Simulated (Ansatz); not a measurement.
Geometry optimisation, Ansatz 0.2.0, RHF/def2-SVP.

Input:

```yaml
crystal:
  periodic: [false, false, false]
  atoms:
    - { symbol: W, position_ang: [0.0, 0.0, 0.0] }
    - { symbol: O, position_ang: [0.9539, 0.0, 1.9156] }
    - { symbol: H, position_ang: [0.0444, -0.2814, 2.2528] }
    - { symbol: H, position_ang: [1.7505, 0.0, 0.7888] }
    - { symbol: H, position_ang: [0.0, 1.72, 0.0] }
    - { symbol: H, position_ang: [-1.72, 0.0, 0.0] }
    - { symbol: O, position_ang: [0.0, -1.94, 0.0] }
    - { symbol: H, position_ang: [0.3816, -2.2771, 0.8723] }
    - { symbol: H, position_ang: [0.0, 0.0, -1.72] }
basis:
  gaussian: { orbitals: def2-SVP }
hamiltonian:
  xc: hf
relax:
  f_tol: 0.15
  max_steps: 25
  restrain:
    - { distance: [1, 3], at: 2.21, k: 30.0 }
    - { distance: [0, 1], at: 1.94, k: 30.0 }
    - { distance: [0, 3], at: 1.72, k: 30.0 }
output:
  orbitals: {}
```

Run as:

```bash
$ ansatz run input.yaml --threads 1 --pin off --max-ram 2048MiB --backend cpu --events-out ev --progress --plain --runs-dir out
```

Question: Where does it end, and by what steps?

Answer: The forces met the threshold. The restraints hold the end off the free minimum. After 19 steps the energy has fallen by 6.800 eV (the restraints' own energy left out); H9 moved furthest, 1.29 Å.

```
step  energy less start (eV)  largest force component (eV/Å)  accepted
   0                  0.0000                           3.588       yes
   1                 -1.1255                           4.245       yes
   2                 -2.1736                           4.480       yes
   3                 -3.3197                           1.747       yes
   4                 -4.2932                           1.111       yes
   5                 -4.9838                           1.028       yes
   6                 -5.4571                           1.286       yes
   7                 -5.7716                           1.309       yes
   8                 -6.0233                           1.091       yes
   9                 -6.2796                           0.824       yes
  10                 -6.4828                           0.928       yes
  11                 -6.6428                           1.266       yes
  12                 -6.7026                           1.698       yes
  13                 -6.7694                           0.809       yes
  14                 -6.7696                           1.127        no
  15                 -6.7920                           0.731       yes
  16                 -6.7916                           1.002       yes
  17                 -6.7980                           0.762       yes
  18                 -6.7978                           0.640        no
  19                 -6.8001                           0.697       yes
```

```xyz
9
Properties=species:S:1:pos:R:3
W 0.039 -0.154 0.400
O 0.631 0.286 2.179
H 0.168 -0.119 2.904
H 1.348 0.899 0.174
H -0.202 0.973 -0.817
H -1.532 0.467 0.265
O -0.188 -2.014 0.240
H 0.181 -2.714 -0.275
H 0.965 -0.403 -0.961
```

The run took 40 s on 1 thread of Arm Neoverse V1 (shared host), peak memory 0.18 GiB.
